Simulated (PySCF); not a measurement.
BrCs, charge -1, doublet, at the geometry of the source list (a state made from the parent by changing its charge; the spin is typed, not shown lowest) (core potentials on Br, Cs) (in this run its highest filled SCF level lies above zero, so its values depend strongly on the basis, on diffuse functions most of all); DF-SVWN5/LANL2DZ in PySCF.

The PySCF input:
```python
from pyscf import gto, scf, dft

mol = gto.Mole()
mol.atom = '''
    Cs   -1.02520000   -0.71830000   -0.87230000
    Br    1.02520000    0.71830000    0.87230000
'''
mol.basis = 'lanl2dz'
mol.ecp = {'Br': 'lanl2dz', 'Cs': 'lanl2dz'}
mol.charge = -1
mol.spin = 1
mol.verbose = 3
mol.build()

mf = dft.UKS(mol)
mf.xc = 'lda,vwn'
mf = mf.density_fit(auxbasis='def2-universal-jkfit')
mf.kernel()
mf.analyze()
```

Question: What does PySCF print? Leave out banner, timings and long lists.

Answer: 
```
converged SCF energy = -33.0161053778761  <S^2> = 0.75023099  2S+1 = 2.000231
**** MO energy ****
                             alpha | beta                alpha | beta
MO #1   energy= -0.801166372489512 | -0.799811851790572 occ= 1 | 1
MO #2   energy= -0.436994136151355 | -0.435972049754733 occ= 1 | 1
MO #3   energy= -0.341934424868065 | -0.340126815277236 occ= 1 | 1
MO #4   energy= -0.341934370657655 | -0.340126761398596 occ= 1 | 1
MO #5   energy= -0.331789613519611 | -0.329973753734359 occ= 1 | 1
MO #6   energy= -0.0362821927097396 | -0.0348431842404276 occ= 1 | 1
MO #7   energy= -0.035387417789222 | -0.0348428284435522 occ= 1 | 1
MO #8   energy= -0.0353870549740149 | -0.0343706032471264 occ= 1 | 1
MO #9   energy= 0.0320130141625433 | 0.0469465850906973 occ= 1 | 0
MO #10  energy= 0.0665652190129192 | 0.0717410883951744 occ= 0 | 0
MO #11  energy= 0.0665652230779304 | 0.0717410993756785 occ= 0 | 0
MO #12  energy= 0.0846444112388566 | 0.0877166482904032 occ= 0 | 0
MO #13  energy= 0.121209046491552  | 0.131204562844691  occ= 0 | 0
MO #14  energy= 0.121209070978687  | 0.131204569022536  occ= 0 | 0
MO #15  energy= 0.139590796238892  | 0.14874779803046   occ= 0 | 0
MO #16  energy= 0.577887180336155  | 0.582192391569585  occ= 0 | 0
MO #17  energy= 0.67662333857387   | 0.677409757696118  occ= 0 | 0

WARN: System has nonzero charge -1; the dipole moment is origin-dependent.
Location of origin: [0. 0. 0.]

Dipole moment(X, Y, Z, Debye):  1.21765,  0.85314,  1.03605
```
